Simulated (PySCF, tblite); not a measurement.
Species: C5H10AlBO.
SMILES: `C[O][AlH][C@@H]1BCC=C1`

Jobs on this species (18 atoms, 66 electrons) with PySCF (density fitting) and tblite. Hardware of each: Arm Neoverse N1, one thread, on a shared host. Other jobs ran on the host; a repeat could differ by tens of per cent or more.

```json
{"level and settings": "GFN2-xTB", "work": "Hessian by finite differences", "basis functions": "–", "SCF cycles": "–", "wall time": "?"}
{"level and settings": "CAM-B3LYP/def2-SVPD", "work": "8 singlets by full TDDFT, 3 Tamm–Dancoff triplets, polarisability, density and orbital grids written", "basis functions": "247", "SCF cycles": "?", "wall time": "?"}
{"level and settings": "GFN2-xTB", "work": "L-BFGS relaxation", "basis functions": "–", "SCF cycles": "–", "wall time": "2.2 s"}
{"level and settings": "PBE0/pcSseg-1", "work": "shieldings, ring-centre shieldings, charges and field gradients, density and orbital grids written", "basis functions": "193", "SCF cycles": "15", "wall time": "82 s"}
```

Q: Fill in the missing figures.

A: 
- GFN2-xTB; Hessian by finite differences: 1.2 s
- CAM-B3LYP/def2-SVPD; 8 singlets by full TDDFT, 3 Tamm–Dancoff triplets, polarisability, density and orbital grids written: 2.2 min, 13 SCF cycles

Q: What do all jobs in the table cost together?

A: About 3.6 min; the longest takes about 61 % of that, and about 110 times as long as the shortest.
